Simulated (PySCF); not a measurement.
C₇H₁₂FN.
Numbering: `[CH2:1]=[C:2]([F:3])[C@@H:4]1[CH2:5][C@@H:6]1[N:7]([CH3:8])[CH3:9]`

Geometry (GFN2-xTB, Å), atoms numbered from 1 in this order:
```
atom  x, y, z in Å
C1     1.8825    0.5378    1.1726
C2     1.9152   -0.6054    0.5117
F3     2.6916   -1.6177    0.9873
C4     1.2178   -0.9895   -0.7262
C5     0.9552    0.0259   -1.8090
C6    -0.1915   -0.5234   -1.0261
N7    -0.8550    0.3334   -0.0933
C8    -1.7943    1.2174   -0.7544
C9    -1.4854   -0.4215    0.9708
H10    1.2584    1.3419    0.8377
H11    2.4556    0.6717    2.0719
H12    1.4686   -1.9952   -1.0427
H13    1.2510    1.0417   -1.6004
H14    1.0838   -0.2765   -2.8371
H15   -0.8303   -1.2585   -1.5280
H16   -2.1992    1.9127   -0.0203
H17   -1.2726    1.7820   -1.5250
H18   -2.6311    0.6761   -1.2229
H19   -0.7379   -1.0493    1.4512
H20   -2.3062   -1.0600    0.6088
H21   -1.8850    0.2732    1.7077
```

Definitions: NICS(0) = −σiso at the ring centroid; NICS(1) = −σiso and NICS(1)zz = −σzz at ±1 Å along the ring normal z. Level: GIAO PBE0/pcSseg-1 (PySCF, non-relativistic, gas phase) on the GFN2-xTB geometry, one conformer.

Ring bond lengths (Å), with Mayer bond orders in brackets: C4–C5 1.507 (0.93), C5–C6 1.493 (0.96), C6–C4 1.514 (0.91).

Problem. Give the NICS values of each ring in ppm.

Solution. 
```json
{"ring": "C4–C5–C6", "type": "3-membered carbocycle; formal bonds all single", "NICS(0)": "-41.1", "NICS(1), two faces": "-7.8 / -8.9", "NICS(1)zz, two faces": "-17.7 / -23.9", "rms pucker (Å)": "0.00", "centre to ring atoms, mean (Å)": "0.87"}
```

Problem. What can be read from them?

Solution. 
- C4–C5–C6: mean NICS(1)zz -20.8 ppm, shielded. C4, C5, C6 have four or more neighbours, so the value isn't read as a sign of a π ring current. The two faces differ by 6.2 ppm, so no symmetry operation interchanges them. NICS(0) lies 33 ppm below the mean NICS(1).

Problem. What field does 14.1 T along the ring normal induce along that normal at the first NICS(1) probe listed for ring C4–C5–C6, 1 Å off the ring?

Solution. NICSzz × B0 = -17.7 ppm × 14.1 T = -250 μT, against the applied field.

Problem. What are the shieldings of the ring atoms and their hydrogens in the same run (means over atoms taken as equivalent)?

Solution. 
```
atoms                   environment  σ isotropic (ppm)  principal values of the symmetric part, first atom (ppm)
   C4                allylic carbon              164.3                                       133.9, 150.5, 208.6
   C5    three-membered-ring carbon              165.3                                       141.0, 159.4, 195.4
   C6  sp3 carbon bound to nitrogen              138.2                                       107.5, 117.6, 189.6
  H12              methine hydrogen              30.22                                          23.4, 28.1, 39.2
  H13            methylene hydrogen              31.36                                          26.8, 29.9, 37.4
  H14            methylene hydrogen              30.62                                          25.2, 25.9, 40.7
  H15              methine hydrogen              29.98                                          24.4, 28.5, 37.1
```
